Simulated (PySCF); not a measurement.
**How methods differ on the ionisation energy of Pt**

Pt [Xe] 4f14 5d9 6s1 [5d3/2^4 5d5/2^5 6s1/2^1, M_J = 3] → Pt+ [Xe] 4f14 5d9 [5d3/2^4 5d5/2^5, M_J = 5/2], as a difference of total energies. Computed with PySCF 2.14 in x2c-TZVPall-2c (11s11p10d2f, 108 functions), with the two-component X2C-1e Hamiltonian. Correlated levels: [Kr] 4d10 4f14 frozen; the 34 highest virtual spinors dropped. "Screened" scales the spin-orbit matrix elements by Boettger's factors to mimic the two-electron term; Breit and QED terms are absent.

```
                    method  ionisation energy (eV)
           GHF (spin-free)                   7.591
          GMP2 (spin-free)                   8.924
 GHF (screened spin-orbit)                   7.564
GMP2 (screened spin-orbit)                   8.894
```

Task: How much does correlation contribute at GMP2 (screened spin-orbit)?

Result: 8.894 − (7.564) = 1.330 eV, measured against GHF (screened spin-orbit).

The spin-free rows relax to the high-spin LS determinant and lack the spin-orbit shift.

Errors of the correlated levels include the incompleteness of this basis and the frozen core.

The labels give the starting determinants; with spin-orbit coupling the two ends relaxed to ⟨J²⟩ = 12.04, ⟨L²⟩ = 6.20, ⟨S²⟩ = 2.18 and ⟨J²⟩ = 10.49, ⟨L²⟩ = 7.06, ⟨S²⟩ = 1.23.

The determinant of Pt+ mixes levels of different J (the jj label is only the starting occupation), so the difference between spin-free and spin-orbit rows is not the physical spin-orbit shift.

For comparison: 8.959 eV (measured; NIST Atomic Spectra Database, ionization energies).
